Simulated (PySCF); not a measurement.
The numbers are results of PySCF with PBE-D3(BJ)/def2-TZVP // PBE0-D3(BJ)/def2-TZVP, not measurements. All species are isolated molecules in the gas phase. One relaxed conformer stands for a flexible species; it need not be the lowest. Excitations are Tamm–Dancoff values on a coarser integration grid. The basis has no diffuse functions, so Rydberg states are missing or too high.

Reference species (SMILES): `S/C=C\SS` (neutral, multiplicity 1).

```yaml
LUMO: -2.21 eV
HOMO: -5.43 eV
T1 excitation (TDA): 2.94 eV
```

Changed species: `S=CCSS`.

Q: Give the shifts of the LUMO, HOMO and T1 excitation (TDA).

A: the LUMO falls by 1.05 eV, to -3.26 eV; the HOMO rises by 0.10 eV, to -5.33 eV; the T1 excitation (TDA) falls by 1.15 eV, to 1.79 eV.
